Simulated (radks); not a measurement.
Results of a calculation; reference values are marked as such.
Ionisation ladder of thallium, from Tl22+ to Tl43+. Each ion is in the ground configuration listed by NIST, and IE = E(next ion) - E(this ion). Level of theory: Dirac Kohn-Sham, exchange-only PBE, spin-unpolarised, spherical densities, finite nucleus; open shells fill j = l - 1/2 first; Fermi nuclear charge, rms radius 5.4759 fm (a radial shooting solver on a logarithmic mesh with Libxc functionals).

species   configuration  E (hartree)  IE, Delta-SCF (eV)  -e(HOMO) (eV)   HOMO  IE, NIST (eV)    kind  error (eV)
Tl22+    [Kr] 4d10 4f13  -20083.4603              667.36         643.56  4f7/2            640  theory       +27.4
Tl23+    [Kr] 4d10 4f12  -20058.9354              715.75         691.35  4f7/2            700  theory       +15.8
Tl24+    [Kr] 4d10 4f11  -20032.6320              765.35         740.35  4f7/2            760  theory        +5.4
Tl25+    [Kr] 4d10 4f10  -20004.5059              816.13         790.54  4f7/2            820  theory        -3.9
Tl26+     [Kr] 4d10 4f9  -19974.5138              868.07         841.91  4f7/2            880  theory       -11.9
Tl27+     [Kr] 4d10 4f8  -19942.6129              921.15         894.42  4f7/2            930  theory        -8.9
Tl28+     [Kr] 4d10 4f7  -19908.7614              975.35         948.06  4f7/2            990  theory       -14.6
Tl29+     [Kr] 4d10 4f6  -19872.9178              1037.3         1009.3  4f5/2           1060  theory       -22.7
Tl30+     [Kr] 4d10 4f5  -19834.7967              1094.1         1065.6  4f5/2           1110  theory       -15.9
Tl31+     [Kr] 4d10 4f4  -19794.5876              1152.1         1122.9  4f5/2           1170  theory       -17.9
Tl32+     [Kr] 4d10 4f3  -19752.2504              1211.0         1181.4  4f5/2           1230  theory       -19.0
Tl33+     [Kr] 4d10 4f2  -19707.7454              1271.1         1240.9  4f5/2           1290  theory       -18.9
Tl34+     [Kr] 4d10 4f1  -19661.0336              1332.2         1301.5  4f5/2           1350  theory       -17.8
Tl35+         [Kr] 4d10  -19612.0761              1624.4         1595.4  4d5/2           1625  theory        -0.6
Tl36+          [Kr] 4d9  -19552.3816              1682.7         1653.4  4d5/2           1681  theory        +1.7
Tl37+          [Kr] 4d8  -19490.5446              1741.6         1712.0  4d5/2           1740  theory        +1.6
Tl38+          [Kr] 4d7  -19426.5435              1801.0         1771.2  4d5/2           1802  theory        -1.0
Tl39+          [Kr] 4d6  -19360.3569              1861.1         1831.0  4d5/2           1862  theory        -0.9
Tl40+          [Kr] 4d5  -19291.9634              1921.7         1891.3  4d5/2           1920  theory        +1.7
Tl41+          [Kr] 4d4  -19221.3424              2014.2         1983.0  4d3/2           2014  theory        +0.2
Tl42+          [Kr] 4d3  -19147.3220              2077.0         2045.5  4d3/2           2075  theory        +2.0
Tl43+          [Kr] 4d2  -19070.9950              2140.3         2108.5  4d3/2           2140  theory        +0.3

Reference values: NIST Atomic Spectra Database (exp. = measured, semi-emp. = semi-empirical, theory = theoretical value adopted there). The ionisation energy per charge of the ion left behind rises most, in proportion, at Tl35+ ([Kr] 4d10), from 38.063 to 45.121 eV. Spin polarisation and multiplet splitting are left out, so open shells lie too high by an amount that depends on their filling.

Beside tabulated values, note that spin-unpolarised runs miss the spin-polarisation part of the exchange energy of open shells.
